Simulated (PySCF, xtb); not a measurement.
o-xylylene (C₈H₈), SMILES c1(ccccc1=C)=C.

Harmonic wavenumbers (cm⁻¹) from GFN2-xTB in xtb at its own minimum, in rising order: 30, 209, 372, 401, 408, 414, 461, 558, 597, 661, 718, 765, 790, 843, 846, 859, 872, 918, 923, 938, 958, 1054, 1161, 1178, 1235, 1307, 1323, 1398, 1408, 1437, 1550, 1598, 1620, 1652, 3067, 3068, 3080, 3089, 3111, 3112, 3142, 3150.

Problem. What does ωB97X-D3(BJ)/def2-SVP (PySCF) give at its own minimum? (An estimate is asked for; the answer gives what the named calculation found.)

Solution. 68, 231, 359, 416, 438, 440, 513, 589, 666, 709, 742, 768, 815, 856, 875, 940, 946, 965, 970, 1020, 1025, 1034, 1181, 1183, 1262, 1348, 1370, 1442, 1452, 1482, 1682, 1705, 1706, 1779, 3179, 3182, 3204, 3209, 3223, 3233, 3280, 3283. Paired by order, the mean absolute difference is 61 cm⁻¹ and the zero-point energies are 80.5 and 84.0 kcal/mol.
